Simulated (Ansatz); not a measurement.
CH$_{4}$BrFGe, SMILES `[CH3][GeH]([F])[Br]`. Total charge 0; spin multiplicity 1. Geometry: relaxed with PBE0-D4/def2-TZVP.

```xyz
8

C     0.842    0.118   -0.676
Ge   -0.537   -0.088    0.656
F    -1.185    1.490    0.980
Br   -2.279   -1.325   -0.189
H     1.252   -0.857   -0.941
H     0.414    0.583   -1.564
H     1.638    0.752   -0.282
H    -0.145   -0.675    2.016
```

Problem. What is the dipole moment at ωB97M-V/def2-TZVPP? (Estimate.)

Solution. Ansatz gave: 2.87 D, with components (2.73, -0.79, -0.37) D in this frame, pointing from negative to positive charge.

Problem. And with PBE, r2SCAN, B3LYP? (An estimate is asked.)

Solution. The calculation gave: PBE 2.74 D, r2SCAN 2.84 D, B3LYP 2.86 D.

Problem. Give the Mulliken charges with ωB97M-V, B3LYP, r2SCAN in def2-TZVPP. (An estimate is asked.)

Solution. The calculation gave: 
```json
{"atom": "C1", "ωB97M-V": "-0.43", "B3LYP": "-0.38", "r2SCAN": "-0.29"}
{"atom": "Ge2", "ωB97M-V": "0.63", "B3LYP": "0.69", "r2SCAN": "0.68"}
{"atom": "F3", "ωB97M-V": "-0.37", "B3LYP": "-0.38", "r2SCAN": "-0.37"}
{"atom": "Br4", "ωB97M-V": "-0.28", "B3LYP": "-0.30", "r2SCAN": "-0.31"}
{"atom": "H5", "ωB97M-V": "0.14", "B3LYP": "0.12", "r2SCAN": "0.09"}
{"atom": "H6", "ωB97M-V": "0.15", "B3LYP": "0.13", "r2SCAN": "0.10"}
{"atom": "H7", "ωB97M-V": "0.14", "B3LYP": "0.12", "r2SCAN": "0.10"}
{"atom": "H8", "ωB97M-V": "0.02", "B3LYP": "0.00", "r2SCAN": "-0.01"}
```

B3LYP here is the variant with VWN-RPA as its local correlation; programs differ in this.
